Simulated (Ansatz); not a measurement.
**Counterpoise correction, worked out**

The pair of HF (SMILES F, atoms 1–2) and HBr (SMILES Br, atoms 3–4), both closed shells, in one local arrangement (a lower one may exist), relaxed at PBE0-D4/def2-TZVP:

```
4
angstrom
F -0.4563 0.2605 -1.1972
H 0.1365 -0.1683 -1.7585
Br 0.4139 -0.1918 2.1281
H -0.0941 0.0996 0.8276
```

Computed with Ansatz 0.2.0 (basis: def2-TZVPPD); correlated methods freeze the cores. Filled d shells of the heavier atoms are correlated. The def2 sets are not built for correlating such inner shells, so the correlated values are less sure here.

CCSD(T) total energies in eV:

| system | geometry | basis functions | energy |
| --- | --- | --- | --- |
| pair | pair | all | -72754.07157 |
| HF | as in the pair | all (partner as ghosts) | -2730.62287 |
| HBr | as in the pair | all (partner as ghosts) | -70023.36761 |
| HF | as in the pair | its own | -2730.61318 |
| HBr | as in the pair | its own | -70023.35270 |
| HF | free (PBE0-D4 minimum) | its own | -2730.61345 |
| HBr | free (PBE0-D4 minimum) | its own | -70023.35388 |

(1) Work out the interaction energy with and without the counterpoise correction, the superposition error, and the binding energy from the relaxed fragments.

T1 diagnostic: at most 0.011.

## Answers

(1) Without correction: -72754.07157 − (-2730.61318) − (-70023.35270) = -0.10569 eV.
With correction (each fragment in the whole basis): -72754.07157 − (-2730.62287) − (-70023.36761) = -0.08109 eV = -1.87 kcal/mol.
The superposition error is the difference, 0.02460 eV, 23 % of the uncorrected value: each fragment borrows its partner's functions.
Deformation from the free shapes: 0.00027 eV for HF and 0.00118 eV for HBr.
Binding energy from relaxed fragments: -0.08109 + 0.00027 + 0.00118 = -0.07964 eV = -1.84 kcal/mol (electronic, without zero-point energy; negative means bound). For comparison, the corrected interaction energy by CCSD(T) at an estimated basis limit (MP2 extrapolated from triple and quadruple zeta, plus CCSD(T) − MP2 in triple zeta) is -0.099 eV; triple zeta with the correction binds less.

For scale, one of the runs: CCSD(T)/def2-TZVPPD, 131 basis functions, launched by `ansatz run in.yaml --threads 2 --pin off --events-out ev --progress --plain --max-ram 5222MiB`. Hardware: 2 CPU threads, shared host. Wall time 15 s; peak host memory 0.68 GiB.
